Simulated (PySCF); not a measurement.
**Shapes and spin states of ZrHCl**

Computed with PBE0/[Zr def2-TZVP with ECP28, H def2-TZVP, Cl def2-TZVP], scalar-relativistic core potentials, density fitting, no spin–orbit coupling, PySCF.

Relaxations began from a few typed shapes and spin states; open shells are unrestricted. The search is not exhaustive: other isomers or separated fragments can lie lower, and high-lying points may rest on an excited occupation.

| spin | group | bonds | angles | imaginary modes (cm⁻¹) | ΔE (kJ/mol) | ΔE with ZPE (kJ/mol) |
| --- | --- | --- | --- | --- | --- | --- |
| triplet | Cs | Zr–Cl 2.345 Å, Zr–H 1.872 Å | Cl–Zr–H 129.5° | none | 0.0 | 0.0 |
| broken-symmetry Ms = 0 (⟨S²⟩ 0.94) | Cs | Zr–Cl 2.327 Å, Zr–H 1.852 Å | Cl–Zr–H 122.8° | none | 9.9 | 10.0 |
| triplet | C∞v | Zr–Cl 2.379 Å, Zr–H 1.933 Å | Cl–Zr–H 180.0° | 360i, 360i | 25.0 | – |
| singlet (closed shell, unstable to spin polarisation) | Cs | Zr–Cl 2.293 Å, Zr–H 1.822 Å | Cl–Zr–H 118.0° | none | 60.3 | 61.1 |

The lowest minimum found is the triplet Cs: Zr–Cl 2.345 Å, Zr–H 1.872 Å; Cl–Zr–H 129.5°.

For the lowest minimum: open d and f shells are described by one determinant, and the ground state may have another occupation or spin.

The electron or spin density has lower symmetry than the nuclear frame for the broken-symmetry Ms = 0 (⟨S²⟩ 0.94) Cs at 9.9 kJ/mol.
